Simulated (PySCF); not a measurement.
H₂OSi, SMILES `O=[SiH2]`, neutral singlet in the gas phase. 

Cartesian coordinates (Å):
SMILES: [SiH2]=O
```xyz
4

O      1.4020    -0.5086    -0.4105
Si     0.0333    -0.0121     0.0111
H     -1.2255    -0.7756    -0.1867
H     -0.2097     1.2963     0.6713
```
Charge 0, multiplicity 1.

All levels are single points at this geometry (PBE0-D3(BJ)/def2-TZVP); Pople sets use spherical d functions. Orbital energies aren't observables, and empty levels follow the basis.

HF/STO-3G in PySCF gives dipole (D) = 2.23.

### Question
Estimate the dipole (D) from each of these levels: PBE0-D3(BJ)/def2-TZVP in PySCF; B3LYP/6-311+G** in PySCF; B3LYP/6-31G* in PySCF; PBE/6-31G* in PySCF; HF/3-21G in PySCF.

### Answer

| level | dipole (D) |
|---|---|
| PBE0-D3(BJ)/def2-TZVP in PySCF | 3.69 |
| B3LYP/6-311+G** in PySCF | 3.84 |
| B3LYP/6-31G* in PySCF | 3.39 |
| PBE/6-31G* in PySCF | 3.12 |
| HF/3-21G in PySCF | 3.72 |
